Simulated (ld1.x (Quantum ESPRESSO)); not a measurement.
fluorine (F), TM: configuration errors across variants

fluorine, norm-conserving Troullier–Martins (Kleinman–Bylander form), made with ld1.x (Quantum ESPRESSO) 7.5 (PBE, scalar-relativistic). Core [He], reference 2s2 2p4.5 (charge +0.5). Waves: 2p (bound): rc 1.50 bohr; 2s (bound): rc 0.70 bohr. Local part: the s channel. Core correction: none.

All-electron excitation energies from the reference (eV): (1) 2s2 2p5 -7.543; (2) 2s2 2p4 11.847; (3) 2s2 2p3 50.232; (4) 2s1 2p5 30.949; (5) 2s2 2p5.3 -10.213; (6) 2s2 2p1 196.671; (7) 2s1 2p6 11.270.

Errors AE − PS in meV (a dash: test not solved or not reliable):

| change | (1) | (2) | (3) | (4) | (5) | (6) | (7) | bound ghosts |
| --- | --- | --- | --- | --- | --- | --- | --- | --- |
| base | +3.3 | +8.0 | +167 | -40 | +5.0 | +2642 | +55 | none |
| wave 2s (bound): rc 0.70 bohr becomes 2s (bound): rc 0.46 bohr | +3.9 | +8.9 | +181 | 0.0 | +6.1 | +2801 | +109 | none |
| wave 2s (bound): rc 0.70 bohr becomes 2s (bound): rc 0.56 bohr | +3.4 | +8.1 | +169 | -36 | +5.2 | +2665 | +60 | none |
| wave 2s (bound): rc 0.70 bohr becomes 2s (bound): rc 0.62 bohr | +3.3 | +7.9 | +167 | -40 | +5.0 | +2638 | +55 | none |
| wave 2s (bound): rc 0.70 bohr becomes 2s (bound): rc 0.68 bohr | +3.3 | +7.9 | +167 | -40 | +5.0 | +2636 | +55 | none |
| wave 2s (bound): rc 0.70 bohr becomes 2s (bound): rc 0.86 bohr | +3.8 | +8.7 | +177 | -34 | +6.1 | +2732 | +65 | none |
| wave 2s (bound): rc 0.70 bohr becomes 2s (bound): rc 0.96 bohr | +4.4 | +9.6 | +189 | -28 | +7.3 | +2822 | +76 | none |
| wave 2s (bound): rc 0.70 bohr becomes 2s (bound): rc 1.04 bohr | +5.0 | +11 | +201 | -24 | +8.8 | +2910 | +85 | none |

(1) Give the same row for: wave 2s (bound): rc 0.70 bohr becomes 2s (bound): rc 0.80 bohr.

## Answers

(1) +3.5, +8.3, +172, -37, +5.5, +2683, +60; bound ghosts: none.
